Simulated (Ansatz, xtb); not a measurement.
Molecule: SiN, net charge 0, doublet state. 
Structure (B3LYP-D3(BJ)/def2-TZVP (Ansatz, a first-principles code) minimum search):
SMILES: [N+]#[Si-]
```xyz
2

N      0.0000     0.0000    -1.0450
Si     0.0000     0.0000     0.5225
```
Charge 0, spin multiplicity 2.

Harmonic wavenumbers from GFN2-xTB (xtb, at its own minimum), cm⁻¹: 1493.

Task: Give the harmonic wavenumbers at B3LYP-D3(BJ)/def2-TZVP (Ansatz, finite differences of forces, unscaled).

Result: 1180 cm⁻¹. Zero-point energy 1.7 kcal/mol.

Task: From these and the geometry, give the ideal-gas thermochemistry at 298.15 K and 1 atm (rigid rotor, harmonic oscillator).

Result: Point group C∞v, rotational symmetry number 1. Rotational constants 22.01, 22.01 GHz. S(trans) 37.14, S(rot) 13.20, S(vib) 0.04, S(elec, spin only) 1.38, S 51.8 cal/(mol K). H(298) - H(0) 2.09 kcal/mol; G - E(el) -11.7 kcal/mol.
